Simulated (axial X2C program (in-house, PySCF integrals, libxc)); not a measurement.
**Worked dissociation energy of PbF: MP2, spin-free**

Computed with an axial X2C code built on PySCF integrals. Spin-free means the one-electron spin-free X2C Hamiltonian. Basis: Pb dyall-cv3z [12s14p10d7f1g], F dyall-av3z [7s6p3d2f] (cores contracted in-house); Gaussian nuclei, density fitting, unrestricted open shells. Masses: Pb 207.977 u, F 18.998 u.

Molecular state: M_S = 1/2, Λ = 1 (beyond evenly filled blocks: π+α).

Correlated methods: 11 electrons correlated (number of frozen shells: Pb 5 s, 4 p, 3 d, 1 f; F 1 s), 261 virtual spin orbitals or spinors in MP2.

```
E(Pb) (2M_S = 2, M_L = 0) : -20880.200030 hartree
E(F) (2M_S = 1, M_L = 0)  : -99.714646 hartree
E(PbF) at Re              : -20980.095196 hartree
ωe                        : 513.5 cm⁻¹
ωexe                      : 2.18 cm⁻¹
```

Work out De and D0.

De = -20880.200030 + (-99.714646) − (-20980.095196) = 0.18052 hartree = 4.912 eV. The zero-point energy is ωe/2 − ωexe/4 = 256 cm⁻¹ = 0.032 eV, so D0 = 4.880 eV.

Occupations by symmetry block were frozen at the best pattern of an incomplete PBE0 search. Dissociation energies refer to the lowest single-determinant-based atoms at the same level and basis. With the outer-core shells frozen, correlated bond lengths of heavy atoms tend to come out a few hundredths of an ångström too long. Spin–orbit coupling changes these values markedly for this molecule (Re by over 0.02 Å or De by over 0.25 eV), so the spin-free numbers are a model. Spin-free De lacks the spin–orbit lowering of the heavy p-block atom, a tenth of an eV or more for 4p and 5p, up to an eV for 6p and one to two eV for 7p atoms, less what an open-shell molecule gains itself.

Each atomic determinant is the lowest at this level and need not be a pure term. Totals compare only within one Hamiltonian and basis.
